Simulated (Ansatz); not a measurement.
C3H4BFO (`COB1C=C1F`), relaxed with RKS PBE0-D4/def2-TZVP in Ansatz 0.2.0 from a PBE-D4/def2-SVP geometry. The force threshold is 0.005 eV/Å; the program also tests the step.

The species carries charge 0 and has multiplicity 1.

Start:

```xyz
10

C     0.265    0.565   -1.765
O     0.047    1.057   -0.447
B    -0.099    0.220    0.598
C    -0.338    0.014    2.079
C    -0.170   -1.093    1.311
F    -0.153   -2.411    1.482
H     1.153    1.067   -2.199
H    -0.613    0.803   -2.402
H     0.429   -0.534   -1.779
H    -0.521    0.312    3.122
```

Problem. How much energy does the relaxation release, and in how many steps? (An estimate is asked.)

Solution. Computed: 1.23 kcal/mol, in 12 steps, 1 of them rejected.

Problem. Which bonds change most? (Best estimate.)

Solution. The calculation gave: B3–C5 from 1.495 to 1.474 Å; C4–C5 from 1.357 to 1.336 Å; C4–H10 from 1.100 to 1.081 Å; C1–H8 from 1.110 to 1.092 Å.

Problem. Give the relaxed structure. (An estimate is asked.)

Solution. The calculation gave: 
```xyz
10

C     0.251    0.554   -1.751
O     0.004    1.057   -0.450
B    -0.113    0.227    0.592
C    -0.339    0.011    2.054
C    -0.141   -1.069    1.293
F    -0.082   -2.374    1.467
H     1.184    0.981   -2.124
H    -0.565    0.857   -2.410
H     0.329   -0.537   -1.751
H    -0.528    0.292    3.082
```
